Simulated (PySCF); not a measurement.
Work out the structure from these simulated measurements.

Formula: C5H10NPSi2.

| Quantity | Value |
| --- | --- |
| 13C NMR | chemical shifts (computed TMS as zero) by class: 124.0 (1 C), 89.1 (1 C), 77.6 (1 C), 21.4 (1 C), 15.0 (1 C) ppm [GIAO PBE0/pcSseg-1] |
| Dipole | 3.12 D [PBE0/pcSseg-1] |
| 1H NMR | chemical shifts (computed TMS as zero) by class: 4.36 (1 H), 4.16 (1 H), 4.12 (1 H), 2.21 (1 H), 1.63 (3 H), 1.60 (1 H), 1.18 (2 H) ppm [GIAO PBE0/pcSseg-1] |
| Rotational structure | rotational constants A, B, C: 1.279, 0.593, 0.424 GHz [GFN2-xTB] |
| NMR, other nuclei | isotropic shieldings of nuclei other than C and H, by class: -100 (1 N), 404 (1 Si), 440 (1 Si), 633 (1 P) ppm [GIAO PBE0/pcSseg-1] |

The electronic properties come from PySCF, for the isolated species, density fitting. Levels stand in brackets. One conformer (not necessarily the lowest) at the GFN2-xTB geometry, without solvent, vibrations or thermal averaging. NMR classes are plain means over equivalent atoms (diastereotopic ones count apart unless rotation or inversion swaps them), as if these changed places fast.

Task: Give a SMILES that accounts for the data.

Result: Numbering: `[CH:1]#[C:2][C@@H:3]([CH3:4])[Si@H:5]([C:6]#[N:7])[SiH2:8][PH2:9]`. 5 carbons fall into 5 classes; from least to most shielded: cyano carbon [C6] (124.0 ppm), alkyne carbon [C2] (89.1 ppm), terminal alkyne carbon [C1] (77.6 ppm), methyl carbon [C4] (21.4 ppm), sp3 carbon bound to silicon [C3] (15.0 ppm). Hydrogen classes from least to most shielded: 1 H on an SiH silicon, Si5 (4.36 ppm), 1 H on an SiH2 silicon, Si8 (4.16 ppm), 1 H on an SiH2 silicon, Si8 (4.12 ppm), 1 H on an sp3 carbon bound to silicon, C3 (2.21 ppm), 3 H on a methyl carbon, C4 (1.63 ppm, a mean of values up to 0.5 ppm apart in this geometry), 1 H on a terminal alkyne carbon, C1 (1.60 ppm), 2 H on a three-coordinate phosphorus, P9 (1.18 ppm). The other shieldings belong to: -100 ppm, cyano nitrogen [N7]; 404 ppm, SiH silicon [Si5]; 440 ppm, SiH2 silicon [Si8]; 633 ppm, three-coordinate phosphorus [P9]. The optimised geometry has point group C1 and is an asymmetric top. Structure: `C#C[C@@H](C)[Si@H](C#N)[SiH2]P`. Computed isomers that give other values at the same levels: `C#C[SiH2][Si@](N)(P)C#CC` (13C chemical shifts (computed TMS as zero) by class: 114.0 (1 C), 105.1 (1 C), 89.8 (1 C), 84.2 (1 C), 6.0 (1 C) ppm). The assignments are read from this structure; whether some other isomer fits the data as well wasn't checked. The mirror image fits equally.

Conformer computed: `[CH:1]#[C:2][C@@H:3]([CH3:4])[Si@H:5]([C:6]#[N:7])[SiH2:8][PH2:9]`: C2–C3–Si5–C6 -179°, C3–Si5–Si8–P9 166°, H–P9–Si8–Si5 47°, H–P9–Si8–Si5 -46°.
